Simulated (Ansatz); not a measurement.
Geometry optimisation, Ansatz 0.2.0, RKS PBE0/def2-SVP.

input.yaml

```yaml
crystal:
  periodic: [false, false, false]
  atoms:
    - { symbol: "N", position_ang: [-1.5972, 1.0891, 0.4243] }
    - { symbol: C, position_ang: [-0.5771, 1.2881, -0.2938] }
    - { symbol: O, position_ang: [-0.2131, 2.5643, -0.7091] }
    - { symbol: Sn, position_ang: [0.6553, -0.3778, -0.8798] }
    - { symbol: Al, position_ang: [0.7736, -2.0683, 1.141] }
    - { symbol: H, position_ang: [-1.9573, 0.2003, 0.7127] }
    - { symbol: H, position_ang: [-0.6909, 3.3843, -0.4333] }
    - { symbol: H, position_ang: [-0.1602, -1.1734, -2.2293] }
    - { symbol: H, position_ang: [2.1847, 0.1574, -1.3101] }
    - { symbol: H, position_ang: [-0.0001, -1.71383, 2.50887] }
    - { symbol: H, position_ang: [1.53042, -3.49572, 1.0221] }
basis:
  gaussian: { orbitals: def2-SVP }
hamiltonian:
  xc: pbe0
relax:
  f_tol: 0.015
  max_steps: 40
```

Launched with:

```bash
$ ansatz run input.yaml --threads 2 --pin off --max-ram 3072MiB --backend cpu --events-out ev --progress --plain --runs-dir out
```

Problem. Where does it end, and by what steps?

Solution. The forces met the threshold. After 15 steps the energy has fallen by 0.539 eV; H10 moved furthest, 0.72 Å.

```csv
step,energy less start (eV),largest force component (eV/Å),accepted
0,0.0000,2.090,yes
1,-0.3515,0.810,yes
2,-0.4752,0.404,yes
3,-0.5116,0.437,yes
4,-0.5249,0.466,yes
5,-0.5281,0.212,yes
6,-0.5307,0.138,yes
7,-0.5322,0.065,yes
8,-0.5357,0.019,yes
9,-0.5363,0.081,yes
10,-0.5372,0.050,yes
11,-0.5383,0.029,yes
12,-0.5387,0.057,yes
13,-0.5388,0.045,yes
14,-0.5389,0.032,yes
15,-0.5389,0.013,yes
```

```xyz
11
Properties=species:S:1:pos:R:3
N -1.557 1.331 0.546
C -0.567 1.304 -0.244
O -0.133 2.442 -0.804
Sn 0.619 -0.423 -0.898
Al 0.730 -2.136 1.135
H -1.792 0.409 0.911
H -0.719 3.146 -0.472
H -0.236 -1.075 -2.241
H 2.126 0.142 -1.488
H -0.472 -2.145 2.181
H 1.948 -3.141 1.327
```

Whether the end is a true minimum wasn't checked by a vibrational analysis.

Run time: 26 s on 2 threads of AMD EPYC 9R45 96-Core Processor (Zen 5), on a shared host, peak memory 0.31 GiB.
